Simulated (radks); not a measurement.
Results of a calculation; reference values are marked as such.
Spherical jellium clusters: N electrons in a uniform positive sphere of charge N and radius rs N^(1/3), rs = 4.45 bohr. Level of theory: non-relativistic Kohn-Sham, PBEsol, spin-polarised, spherical densities (a radial shooting solver with Libxc functionals). Levels are named by radial order and angular momentum (1s, 1p, 1d, 2s, ...), and open shells are averaged over m.

N = 8, configuration 1s2 1p6. This is the lowest configuration that the search found. Occupied and some empty levels:

level,occupation,eigenvalue (eV),<r> (bohr)
1s,2,-3.9394,5.958
1p,6,-2.9465,7.153
1d,0,-1.7320,8.239
2s,0,-1.2735,8.021
1f,0,-0.43449,9.766

Energy (eV): total -14.5912, kinetic 10.941, external -231.18, Hartree 114.20, exchange-correlation -25.957, background 117.41.

Electron density:

r (bohr),n(r) (e/bohr^3)
0.288,0.001723
1.01,0.001871
1.74,0.002159
2.46,0.002534
3.18,0.002921
3.91,0.003234
4.63,0.003391
5.36,0.003330
6.08,0.003033
6.80,0.002539
7.53,0.001936
8.25,0.001337
8.98,0.0008366
9.70,0.0004796
10.4,0.0002583
11.2,0.0001322
11.9,0.00006670
12.6,0.00003286
13.3,0.00001619
14.0,7.905e-06
